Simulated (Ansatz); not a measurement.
Reactions of `C=C[SiH](N)OC`.

Gas-phase electronic energies from Ansatz, PBE0-D4/def2-TZVP geometries. CBS: MP2 limit from def2 TZ/QZ plus the TZ coupled-cluster correction, frozen cores. This one scheme is used for every species. Functionals use def2-TZVPP. def2 core potentials past Kr. For Br, I, In outer-core shells are correlated without core-valence functions, which leaves a few kJ/mol of doubt a bond. Scalar relativity is left out up to krypton. Each species was taken in one conformer, which may not be the lowest.

| reaction | PBE0-D4 (kcal/mol) | B2PLYP (kcal/mol) | CCSD(T)/CBS(def2) (kcal/mol) |
| --- | --- | --- | --- |
| `C=C[SiH](N)OC` + `CN[SiH3]` → `C=CN(C)[SiH3]` + `CO[SiH2]N` | 5.3 | 6.1 | 7.1 |
| `C=C[SiH](N)OC` + HCl → `C=CCl` + `CO[SiH2]N` | 14.4 | 13.9 | 15.7 |
| `C=C[SiH](N)OC` + `[CH3][Al]([CH3])[NH2]` → `CO[SiH](N)N` + `C=[CH][Al]([CH3])[CH3]` | 6.7 | 7.0 | 6.8 |
| `C=C[SiH](N)OC` + `CC[SiH](Cl)O[SiH3]` → `C=C[Si](N)(Cl)OC` + `CC[SiH2]O[SiH3]` | 0.8 | 1.1 | 0.9 |
| `C=C[SiH](N)OC` + `CO[SiH](O)F` → `CO[SiH](N)O` + `C=C[SiH](F)OC` | 1.5 | 1.4 | 1.3 |
| `C=C[SiH](N)OC` + `CO[SiH2]N` → `CO[Si@@H](N)[Si@@H](N)OC` + `C=C` | 5.2 | 8.5 | 8.0 |
| `C=C[SiH](N)OC` + `[F][In]([F])[I]` → `C=C[Si](N)(F)OC` + `[F][InH][I]` | -29.8 | -29.2 | -29.2 |
| `C=C[SiH](N)OC` + `CO[SiH](N)Br` → `CO[Si@@H](N)[Si@@H](N)OC` + `C=CBr` | 42.8 | 45.5 | 46.6 |
| `C=C[SiH](N)OC` + CH₄ → `CO[SiH](C)N` + `C=C` | 2.7 | 2.7 | 2.5 |

Largest T1 diagnostic: 0.015, for `[F][In]([F])[I]`.
